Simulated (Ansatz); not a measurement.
F$_{3}$HSeZr (`[F][Zr]([F])([F])[SeH]`). The species carries charge 0 and has multiplicity 1. Zr takes the def2 core potential. Geometry: relaxed with PBE0-D4/def2-TZVP. It is one conformer, not always the lowest.

```xyz
6

F    -1.041    1.701    0.446
Zr   -0.561   -0.005   -0.212
F    -1.967   -1.246   -0.005
F    -0.085    0.206   -2.030
Se    1.449   -0.923    1.117
H     2.206    0.266    0.684
```

What is the dipole moment at ωB97M-V/def2-TZVPP? (An estimate is asked.)

Computed: 0.33 D, with components (0.15, 0.28, -0.12) D in this frame, pointing from negative to positive charge.

And with PBE, r2SCAN, B3LYP? (Estimate.)

The calculation gave: PBE 0.35 D, r2SCAN 0.38 D, B3LYP 0.38 D.

Give the Mulliken charges with ωB97M-V, B3LYP, PBE in def2-TZVPP. (Best estimate.)

Ansatz gave: 
```csv
atom,ωB97M-V,B3LYP,PBE
F1,-0.37,-0.37,-0.33
Zr2,1.27,1.31,1.15
F3,-0.36,-0.37,-0.32
F4,-0.37,-0.37,-0.33
Se5,-0.26,-0.25,-0.25
H6,0.08,0.06,0.07
```

B3LYP here is the variant with VWN-RPA as its local correlation; programs differ in this.
